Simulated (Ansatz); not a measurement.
`[Cl][Ge]([Cl])([Cl])[SeH]` + `C=CF` → `C=C(F)[SeH]` + `[Cl][GeH]([Cl])[Cl]`  (formal exchange of groups at the Se–Ge bond)

Program: Ansatz. Geometries: PBE0-D4/def2-TZVP. ΔE: electronic, gas phase. CBS: MP2 limit from def2 TZ/QZ plus the TZ coupled-cluster correction, frozen cores. Functionals use def2-TZVPP. B3LYP here is the variant with VWN-RPA as its local correlation; programs differ in this. HSE06 is defined as in plane-wave codes. For Ge, Se outer-core shells are correlated without core-valence functions, which leaves a few kJ/mol of doubt a bond. Scalar relativity is left out up to krypton. One conformer a species, not always the lowest.

`[Cl][Ge]([Cl])([Cl])[SeH]`:

Cartesian coordinates in Å:
```
Cl 0.625 1.182 1.780
Ge 0.433 -0.117 0.101
Cl 2.304 -0.211 -0.908
Cl -0.024 -2.048 0.877
Se -1.141 0.630 -1.436
H -2.197 0.565 -0.414
```

`C=CF`:

Cartesian coordinates in Å:
```
C -0.182 -0.665 -0.130
C 0.172 0.591 0.044
F 0.181 1.171 1.248
H -0.484 -1.289 0.701
H -0.171 -1.083 -1.126
H 0.484 1.275 -0.737
```

`C=C(F)[SeH]`:

Cartesian coordinates in Å:
```
C -0.638 0.408 0.887
C -0.098 0.087 -0.275
F -0.835 0.039 -1.388
Se 1.755 -0.215 -0.558
H -1.683 0.685 0.945
H -0.040 0.397 1.786
H 1.537 -1.402 -1.398
```

`[Cl][GeH]([Cl])[Cl]`:

```xyz
5

Cl   -1.637    0.303    1.248
Ge    0.053    0.127   -0.030
Cl    1.512   -1.073    0.945
Cl   -0.551   -0.861   -1.813
H     0.623    1.504   -0.351
```

CCSD(T)/CBS gives +104.4 kJ/mol.

Question: Another level gave +100.7 kJ/mol. Which?
A. LDA (SPW92)/def2-TZVPP
B. HSE06/def2-TZVPP
C. B97M-V/def2-TZVPP
D. B3LYP-D4/def2-TZVPP

Answer: B. HSE06 100.7, B3LYP-D4 106.0, B97M-V 95.8, LDA (SPW92) 91.3 kJ/mol.

Largest T1 diagnostic among the species: 0.012.

From PBE to PBE0 (25 % exact exchange), in def2-TZVPP and without D4, ΔE moves by +4.2 kJ/mol. Leaving LDA and LC-ωPBE aside and taking each functional with its dispersion term where it has one, the values, not all of them listed here, spread over 15.7 kJ/mol, from B97M-V to BHLYP-D4. LDA lies −5.1 kJ/mol from PBE without D4.
